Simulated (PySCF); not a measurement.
**Exercise with solution: entropy of an ideal gas**

ZnHCl, SMILES [Cl][ZnH].

The structure is a stationary point at PBE-D3(BJ)/def2-TZVP.

PBE-D3(BJ)/def2-TZVP in PySCF gives the harmonic wavenumbers 412, 445, 445, 1951 cm⁻¹ and the rotational temperature 0.2259 K. The molar mass is 101.84 g/mol, the symmetry number 1, the spin multiplicity 1.

Problem. Work out the entropy at 298.15 K and 1 atm in the rigid-rotor, harmonic-oscillator model.

Solution. 
Translation (Sackur–Tetrode at 1 atm): S = R[1.5 ln M + 2.5 ln T − 1.16487] = 166.4 J/(mol K).
Rotation: q = T/(σ θ) = 1320, S = R[ln q + 1] = 68.1 J/(mol K).
Vibration: with u = 1.4388 ν/T, each mode gives R[u/(e^u − 1) − ln(1 − e^−u)]:
```tsv
ν (cm⁻¹)	modes	u	S (J/(mol K))
412	1	1.99	3.85
445	2	2.15	6.79
1951	1	9.41	0.01
```
These are all the modes. Sum 10.6 J/(mol K).
Spin: R ln 1 = 0.0 J/(mol K).
Total 245.1 J/(mol K); the program's own thermochemistry gives 245.1. Translation makes up 68 % and vibration 4 %. Anharmonicity, hindered rotation and orbital degeneracy are left out.
